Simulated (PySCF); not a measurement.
Write Cartesian coordinates for `C[O][W](=[O])([O]C)([O]C)[O]C` (WO(OMe)4) as optimised with PBE0-D3(BJ)/def2-SVP. (Singlet state.)

```xyz
22
C4H12O5W angstrom
W     -0.0135   -0.0130    0.9119
O     -0.0139   -0.0277    2.6098
O      1.8097   -0.3582    0.5509
C      2.6506   -0.1539   -0.5361
H      2.3461   -0.7633   -1.4072
H      3.6818   -0.4316   -0.2646
H      2.6281    0.9108   -0.8305
O      0.3556    1.7143    0.1786
C     -0.3407    2.9228    0.1752
H     -1.4314    2.7565    0.2352
H     -0.1149    3.4786   -0.7499
H     -0.0413    3.5450    1.0363
O     -1.8381    0.3400    0.5586
C     -2.6513    0.1668   -0.5555
H     -2.3082    0.7773   -1.4114
H     -3.6842    0.4614   -0.3110
H     -2.6423   -0.8949   -0.8616
O     -0.3864   -1.7283    0.1517
C      0.3155   -2.9343    0.1426
H      1.4067   -2.7623    0.1472
H      0.0480   -3.5120   -0.7573
H      0.0602   -3.5391    1.0300
```

Orientation and origin are arbitrary. Atoms count from 1 in this order. Of the pairs four or more bonds apart, O3···H20 is among the closest relative to their van der Waals radii: 2.47 Å, 91 % of the sum of Bondi's values. W1 (tungsten bonded to 5 O) has τ5 = (β − α)/60° = 0.40 from the two widest angles, 158.2° and 134.0° (0 for a square pyramid, 1 for a trigonal bipyramid). The 5 O–W bonds span 1.698 Å (W1–O2) to 1.913 Å (W1–O18), a spread of 0.215 Å.

Bonds between heavy atoms (Å): W1–O2 1.698, W1–O3 1.890, W1–O8 1.913, W1–O13 1.892, W1–O18 1.913, O3–C4 1.389, O8–C9 1.395, O13–C14 1.390, O18–C19 1.395.

Computed, not measured: PBE0-D3(BJ)/def2-SVP geometry optimisation, gas phase, def2 core potentials past Kr in PySCF.

Stationary, but not proved a minimum.
